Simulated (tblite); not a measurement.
Compound: C5H5GeNS.
Atom-mapped SMILES: `[N:1]#[C:2][GeH2:3][c:4]1[cH:5][cH:6][cH:7][s:8]1` (hydrogens: H9, H10 on Ge3; H11 on C5; H12 on C6; H13 on C7)

Computed with GFN2-xTB (tblite), gas phase: L-BFGS steps from a force-field or distance-geometry start until the largest atomic force falls under 0.01 eV/Å.

Step 0: E = -577.9334 eV
```
atom  x, y, z in Å  |  force x, y, z in eV/Å
N1      3.2950    1.9990   -0.6529   -0.555  -0.916   0.396
C2      2.7676    1.0539   -0.2546    0.484   0.774  -0.404
Ge3     1.9470   -0.5496    0.4097    0.150  -0.723   0.627
C4      0.0275   -0.3825    0.2598   -1.301  -1.164   1.414
C5     -0.6780    0.3981   -0.5854    3.712   1.079  -1.348
C6     -2.0161    0.3558   -0.5231   -4.194   0.487  -0.436
C7     -2.5706   -0.4657    0.3991    1.616  -0.900   1.000
S8     -1.1992   -1.3090    1.3171   -0.420   1.918  -2.157
H9      2.4846   -1.7662   -0.3839   -0.135   0.526   0.222
H10     2.3684   -0.7231    1.8994   -0.136   0.138  -0.671
H11    -0.1381    1.0468   -1.3222   -0.463  -0.567   0.691
H12    -2.6682    0.9680   -1.1870    0.561  -0.513   0.549
H13    -3.6243   -0.6249    0.6062    0.681  -0.139   0.119
```

Step 1: E = -578.2528 eV
```
atom  x, y, z in Å  |  force x, y, z in eV/Å
N1      3.2871    1.9859   -0.6472    1.274   2.370  -0.991
C2      2.7746    1.0649   -0.2604   -1.492  -2.778   1.103
Ge3     1.9492   -0.5599    0.4187   -0.025  -0.324   0.394
C4      0.0089   -0.3991    0.2800   -0.812  -0.244   0.360
C5     -0.6249    0.4135   -0.6046   -1.612  -0.539   0.545
C6     -2.0760    0.3627   -0.5294    1.685  -0.231   0.260
C7     -2.5475   -0.4786    0.4134    0.515  -0.269   0.322
S8     -1.2052   -1.2816    1.2863   -0.237   1.152  -1.300
H9      2.4827   -1.7587   -0.3807   -0.089   0.408   0.172
H10     2.3664   -0.7211    1.8898   -0.051   0.094  -0.459
H11    -0.1447    1.0387   -1.3123    0.439   0.339  -0.347
H12    -2.6602    0.9606   -1.1792   -0.478   0.265  -0.289
H13    -3.6146   -0.6269    0.6079    0.883  -0.242   0.228
```

Task: Estimate the geometry and energy of step 2. (The exact step hangs on the optimiser's Hessian estimate; all steps are aligned on step 1, rigid shifts and turns removed.)

Result: E = -578.2801 eV, largest force 4.588 eV/Å
```
atom  x, y, z in Å  |  force x, y, z in eV/Å
N1      3.2994    2.0094   -0.6570   -2.120  -3.754   1.570
C2      2.7593    1.0359   -0.2493    2.000   3.567  -1.540
Ge3     1.9496   -0.5673    0.4264   -0.431  -0.430   0.334
C4     -0.0071   -0.4077    0.2912   -0.240   0.152  -0.103
C5     -0.6258    0.4125   -0.6048   -1.665  -0.452   0.468
C6     -2.0767    0.3624   -0.5284    1.768  -0.141   0.147
C7     -2.5335   -0.4862    0.4221    0.034   0.177  -0.172
S8     -1.2101   -1.2586    1.2603   -0.093   0.339  -0.389
H9      2.4810   -1.7513   -0.3776   -0.056   0.323   0.127
H10     2.3652   -0.7193    1.8811    0.009   0.070  -0.271
H11    -0.1417    1.0400   -1.3130    0.395   0.243  -0.244
H12    -2.6631    0.9612   -1.1799   -0.432   0.186  -0.200
H13    -3.6008   -0.6304    0.6112    0.833  -0.278   0.273
```

The energy changes by -0.0273 eV. The first-order estimate −F·Δx gives -0.3213 eV and the mean of the old and new forces, exact on a quadratic surface, -0.0431 eV. The step makes an angle of 33° with the force vector and moves no atom by more than 0.035 Å.

The cost below is that of the whole relaxation. The run took 1.1 s on one thread of an Arm Neoverse N1, shared host with 64 logical CPUs at a one-minute load of 59.
